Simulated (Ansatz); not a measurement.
Mulliken charges of CH6FSi2, SMILES `F[SiH2]C[SiH2]` radical from ωB97M-V/def2-TZVPP in Ansatz (PBE0-D4/def2-TZVP geometry).

```tsv
atom	x (Å)	y (Å)	z (Å)	charge (e)
F1	-2.136	0.952	0.203	-0.323
Si2	-0.601	1.146	0.623	0.502
C3	0.290	-0.470	0.449	-0.412
Si4	0.206	-1.255	-1.258	0.096
H5	-0.015	2.170	-0.276	-0.046
H6	-0.590	1.631	2.026	-0.048
H7	1.347	-0.290	0.692	0.128
H8	-0.091	-1.178	1.192	0.130
H9	0.618	-0.281	-2.307	-0.013
H10	1.055	-2.477	-1.340	-0.014
```

Problem. By hand: the dipole of these point charges (1 e Å = 4.8032 D).

Solution. Σ q r = (0.455, 0.011, 0.149) e Å, of length 0.479 e Å = 2.30 D.

Problem. How does the dipole of the full density compare? (Best estimate.)

Solution. Computed: (0.300, -0.070, 0.192) e Å, 1.74 D; the point charges give 1.32 times that, at 19° from its direction.

Point charges leave out the atoms' own dipoles, such as those of lone pairs, and Mulliken's split depends on the basis, so the two needn't agree.
